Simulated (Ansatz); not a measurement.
Pb2O5H6, a hydroxylated oxide cluster. The state is a singlet with charge 0. Geometry r2SCAN-D4/def2-SVP; atoms count from 1.

Cartesian coordinates in Å:
```
Pb 0.318 -1.716 -0.109
Pb 0.193 1.494 0.901
O -2.376 1.564 0.214
O -1.031 -0.262 1.597
O 1.713 -0.268 0.975
O -0.313 0.358 -1.016
O 1.836 -1.010 -1.593
H -2.354 0.775 0.802
H -2.053 1.176 -0.624
H -0.909 -0.528 2.520
H 2.353 -0.230 0.233
H 0.459 0.261 -1.627
H 2.164 -1.615 -2.272
```

In the def2 sets Pb takes a core potential; there is no spin–orbit coupling.

Estimate the Mulliken populations from the PBE0/def2-TZVP orbitals of Ansatz.


```csv
atom,charge (e)
Pb1,0.89
Pb2,0.89
O3,-0.62
O4,-0.82
O5,-0.74
O6,-0.78
O7,-0.85
H8,0.35
H9,0.36
H10,0.32
H11,0.34
H12,0.35
H13,0.30
```
Mulliken values depend strongly on the basis.

And the Mayer bond orders between heavy atoms (over 0.3)?

Pb1–O5 0.51 (2.28 Å); Pb1–O6 0.41 (2.35 Å); Pb1–O7 0.61 (2.24 Å); Pb2–O4 0.53 (2.25 Å); Pb2–O5 0.45 (2.33 Å); Pb2–O6 0.49 (2.28 Å).
